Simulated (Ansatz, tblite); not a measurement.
Breaking a bond: Al(Me)2(OSiOH3), SMILES [Al]([O][Si](O)(O)O)([CH3])[CH3]. The Al1–O10 bond (Al1 also carries C, C; O10 carries Si) is varied alone, starting from the PBE0/def2-SVP optimised geometry.

- GFN2-xTB, 300 K electronic temperature (tblite)
- UKS-PBE0 = Ansatz (an electronic-structure program) with unrestricted PBE0/def2-SVP

Energies relative to the lowest point of each curve near equilibrium, in kcal/mol; the last columns give the difference from UKS-PBE0:

| R / Å | GFN2-xTB | UKS-PBE0 | GFN2-xTB − UKS-PBE0 |
|---|---|---|---|
| 1.42 | 37.1 | 48.9 | -11.9 |
| 1.51 | 13.1 | 20.5 | -7.4 |
| 1.62 | 1.5 | 4.1 | -2.5 |
| 1.67 | 0.0 | 1.0 | -1.0 |
| 1.73 | 0.1 | 0.0 | 0.1 |
| 1.76 | 0.7 | 0.3 | 0.4 |
| 1.83 | 3.2 | 2.7 | 0.5 |
| 1.93 | 8.6 | 8.9 | -0.3 |
| 2.11 | 21.0 | 24.5 | -3.5 |
| 2.26 | 32.3 | 38.9 | -6.5 |
| 2.54 | 53.8 | 64.5 | -10.7 |
| 2.86 | 76.5 | 89.2 | -12.7 |
| 3.18 | 95.3 | 108.4 | -13.1 |
| 3.67 | 114.9 | 124.7 | -9.8 |
| 4.28 | 127.3 | 133.0 | -5.7 |
| 5.05 | 133.6 | 137.2 | -3.7 |

GFN2-xTB is furthest from UKS-PBE0 at 3.18 (-13.1 kcal/mol, below); its mean absolute difference over the points is 5.6 kcal/mol.

The unrestricted determinant behind UKS-PBE0 is spin-contaminated at 3.18 to 5.05 Å (<S²> up to 0.8, against 0.00 for a pure singlet).
